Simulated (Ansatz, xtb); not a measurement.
Ranking isomers of C5H11FS

9 gas-phase structures of C5H11FS, from a drawn sample of its isomers (lower ones may exist). Each was relaxed with GFN2-xTB; where two conformers were screened, the lower at r2SCAN-D4/def2-SVP is listed:

A. `CC(C)(C)SCF`, a singlet
B. `CC[C@](C)(F)SC`, a singlet
C. `C[C@H](F)C[C@@H](C)S`, a singlet
D. `CCSC(C)(C)F`, a singlet
E. `CC[C@H](CF)CS`, a singlet
F. `CS[C@H](F)C(C)C`, a singlet
G. `CSC[C@H](C)CF`, a singlet
H. `CSCC[C@H](C)F`, a singlet
I. `C[C@@H](F)C[C@@H](C)S`, a singlet

Estimate their order in r2SCAN-D4/def2-SVP energy at these geometries, lowest first.

Calculated order at r2SCAN-D4/def2-SVP: I (0.0), D (0.2), B (0.4), C (1.0), F (3.9), H (4.3), E (5.7), A (6.0), G (8.0) kcal/mol. Less than 1 kcal/mol parts I and D; D and B; B and C; F and H; E and A, so the order within those pairs means little.

Energies above the lowest of each column, in kcal/mol; the last columns are at B3LYP-D3(BJ)/def2-SVP geometries and were run for some of them only (a dash: not run or not comparable):

| structure | GFN2-xTB | HF/STO-3G | r2SCAN-D4/def2-SVP | B3LYP-D3(BJ)/def2-SVP | CCSD(T)/def2-SVP + ΔMP2/def2-TZVPP |
| --- | --- | --- | --- | --- | --- |
| I | 0.0 | 5.2 | 0.0 | 0.0 | 0.0 |
| D | 4.0 | 0.7 | 0.2 | 1.1 | 1.1 |
| B | 4.5 | 0.2 | 0.4 | 1.6 | 1.3 |
| C | 0.3 | 6.3 | 1.0 | 0.9 | 0.9 |
| F | 5.7 | 0.0 | 3.9 | 4.8 | – |
| H | 5.6 | 2.0 | 4.3 | 3.9 | 3.4 |
| E | 4.4 | 9.3 | 5.7 | – | – |
| A | 6.4 | 5.6 | 6.0 | – | – |
| G | 6.3 | 4.2 | 8.0 | – | – |

CCSD(T)/def2-SVP + ΔMP2/def2-TZVPP puts I lowest of those it was run on, with C within 1 kcal/mol; HF/STO-3G picks F. CCSD(T)/def2-SVP + ΔMP2/def2-TZVPP orders those it was run on as I (0.0), C (0.9), D (1.1), B (1.3), H (3.4) kcal/mol. Less than 1 kcal/mol parts I and C; C and D; D and B, so the order within those pairs means little. Flexible structures stand in one conformer each, not always the lowest. Frequencies (GFN2-xTB) were run for B, C, D, H, I alone. ΔMP2 is the change of the MP2 energy from the smaller to the larger basis.

Over these structures GFN2-xTB departs from r2SCAN-D4/def2-SVP by 1.7 kcal/mol on average once a common shift is removed. A GFN2-xTB relaxation took about 0.13 s and the r2SCAN-D4/def2-SVP energy about 2.7 s on a shared host (Ansatz 0.2.0, xtb 6.7.1).
